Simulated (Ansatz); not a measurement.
Abridged output of a molecular run in Ansatz:

```
Functional definition: HF
1649 factors; integrals over basis functions are off by at most 9.4e-4 eV
mean field evaluation 1: about -12286.8926 eV, gradient 3.6e1 eV
mean field evaluation 2: about -12287.2446 eV, gradient 3.6e1 eV
mean field evaluation 4: about -12290.1960 eV, gradient 4.8e0 eV
mean field evaluation 8: about -12290.2547 eV, gradient 3.0e-1 eV
mean field -12290.25506526 eV, -451.6585430142 hartree, gradient 3.0e-6 eV, S^2 0.000000; 0 other end points of the search recorded, 0 dependent functions left out; unrestricted orbitals would lower it
7 core orbitals not correlated: weight in the atoms' cores, before any rotation towards them, 1.000 or more for the frozen orbitals, at most 0.000 for the correlated occupied ones
reference -12290.25506526 eV, -451.6585430142 hartree; 20, 20 occupied and 232, 232 virtual orbitals, 1649 factors
second order -37.05583008 eV of doubles, -0.00000000 eV of singles
cycle   1  -36.67711724 eV  change    3.8e-1 eV  update   1.3e-1
cycle   2  -37.48112220 eV  change   -8.0e-1 eV  update   4.3e-2
cycle   3  -37.69853996 eV  change   -2.2e-1 eV  update   2.1e-2
cycle   4  -37.68203294 eV  change    1.7e-2 eV  update   5.6e-3
cycle   5  -37.67624981 eV  change    5.8e-3 eV  update   2.4e-3
cycle   6  -37.67868918 eV  change   -2.4e-3 eV  update   8.4e-4
cycle   7  -37.67890347 eV  change   -2.1e-4 eV  update   3.5e-4
cycle   8  -37.67849996 eV  change    4.0e-4 eV  update   1.6e-4
cycle   9  -37.67850810 eV  change   -8.1e-6 eV  update   6.6e-5
cycle  10  -37.67859648 eV  change   -8.8e-5 eV  update   2.3e-5
cycle  11  -37.67854033 eV  change    5.6e-5 eV  update   8.6e-6
cycle  12  -37.67854941 eV  change   -9.1e-6 eV  update   3.2e-6
perturbative correction -1.47537490 eV, -0.0542190275 hartree
Total energy: -12329.40898957 eV, -453.0974231932 hartree
```

Its atoms:

```xyz
10

F     1.057    2.764    0.064
C     0.453    1.668    0.516
C     0.326    0.590   -0.246
C    -0.321   -0.609    0.214
F    -0.798   -0.582    1.470
C    -0.494   -1.733   -0.475
F    -0.049   -1.838   -1.729
H     0.098    1.768    1.534
H     0.717    0.588   -1.256
H    -0.988   -2.615   -0.091
```

Which basis set was used?
A. def2-SVPD
B. def2-QZVPP
C. def2-TZVPP
D. cc-pV(D+d)Z

C. It gives 259 functions.

Write the keys of the input that set method, charge and spin (a neutral closed shell needs none for the last two).


```yaml
correlation: {method: ccsd_t}
```
